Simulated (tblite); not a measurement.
Species: C2BFO4.
SMILES with atom numbers: `[O:1]=[C:2]1[O:3][B:4]([F:5])[O:6][C:7]1=[O:8]`

Method: GFN2-xTB as coded in tblite; computed harmonic values from a numerical Hessian at the method's own geometry, unscaled. This tight-binding method is rough: wavenumbers can miss measured ones by several per cent, in bad cases by 10 to 20.

Harmonic wavenumbers (cm⁻¹): 140.6, 144.4, 299.6, 324.1, 402.0, 537.1, 580.7, 600.2, 624.4, 756.1, 774.4, 910.4, 940.3, 1137.8, 1169.8, 1422.4, 1836.8, 1877.4.

A = 3876, B = 1930, C = 1288 MHz; mass 117.987 u (most abundant isotopes); point group C2v, symmetry number 2.

**Question.** Zero-point energy?

**Answer.** ½Σν̃ = 7239 cm⁻¹ = 86.60 kJ/mol.

**Question.** What is S at 298.15 K and 1 bar for an ideal gas of classical rigid rotors and harmonic oscillators?

**Answer.** Translation 168.35, rotation 110.98, vibration 50.08: S = 329.4 J/(mol K).

**Question.** And Cp and H(298.15 K) − H(0)?

**Answer.** Cp = 99.40 J/(mol K), of which vibrations give 66.14 (their classical limit is 18 R = 149.7); H(298.15 K) − H(0) = 18.93 kJ/mol without the zero-point energy, 9.01 from vibrations.

**Question.** How do the functions run with temperature in this model?

**Answer.** 
```tsv
T (K)	S (J/(mol K))	Cp (J/(mol K))	H − H(0) (kJ/mol)	G − H(0) (kJ/mol)	ln q(vib)
50	221.4	38.2	1.72	-9.35	0.03
100	251.6	50.4	3.94	-21.23	0.30
373.15	353.3	113.6	26.94	-104.90	3.32
500	389.2	131.6	42.56	-152.05	4.91
750	447.1	152.8	78.42	-256.89	7.91
1000	492.7	163.7	118.13	-374.57	10.61
```

q(vib) and H(0) count from the zero-point level.

**Question.** Which modes carry the vibrational entropy at 298.15 K?

**Answer.** 140.6 cm⁻¹: 11.70; 144.4 cm⁻¹: 11.48; 299.6 cm⁻¹: 5.94; 324.1 cm⁻¹: 5.39; 402.0 cm⁻¹: 4.00; 537.1 cm⁻¹: 2.39 J/(mol K); the other 12 give 9.17 together.

**Question.** Blend soft modes into free rotors: weight 1/[1 + (100 cm⁻¹/ν̃)⁴] for the oscillator and the rest for a rotor with moment μB/(μ + B), μ = h/(8π²ν), B = 10⁻⁴⁴ kg m². What vibrational entropy results?

**Answer.** 49.69 J/(mol K) in place of 50.08, which changes −T·S at 298.15 K by +0.11 kJ/mol.

Hindered rotation and anharmonicity are outside this model.
